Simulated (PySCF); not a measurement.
NICS in isomers of C5H9N3S.

Probes without a nucleus sit at each ring's centroid and 1 Å off its mean plane on both sides; NICS is minus the shielding there, NICSzz its component along the normal. Level: GIAO PBE0/pcSseg-1 (PySCF, non-relativistic, gas phase) on the GFN2-xTB geometries, one conformer each. Atom numbers follow the mapped SMILES.

Question: Order these rings by mean NICS(1)zz, lowest (most negative) first (ppm).
A. ring C3–N4–N5–N6–C7 in `[CH3:1][CH2:2][c:3]1[n:4][nH:5][n:6][c:7]1[S:8][CH3:9]`
B. ring C3–N4–N5–C6–N8 in `[CH3:1][S:2][c:3]1[n:4][n:5][c:6]([CH3:7])[n:8]1[CH3:9]`
C. ring C3–N4–N5–N7–C8 in `[CH3:1][S:2][c:3]1[n:4][n:5]([CH3:6])[n:7][c:8]1[CH3:9]`

Answer: A (-30.5), C (-29.0), B (-26.0).

```tsv
SMILES	ring	NICS(0)	NICS(1)	NICS(1)zz	HOMA	rms pucker (Å)	ring atoms with four or more neighbours
CCc1n[nH]nc1SC	5-membered ring with 3 N; formal bonds all aromatic	-12.5	-12.6	-30.5	0.94	0.00	0
CSc1nn(C)nc1C	5-membered ring with 3 N; formal bonds all aromatic	-11.6	-12.4	-29.0	0.96	0.00	0
CSc1nnc(C)n1C	5-membered ring with 3 N; formal bonds all aromatic	-10.1	-10.4	-26.0	0.88	0.00	0
```

NICS(0) gives the same order. The isotropic NICS(1) gives the same order. HOMA uses Krygowski's 1993 parameters. NICS(1) and NICS(1)zz are means over the two faces.
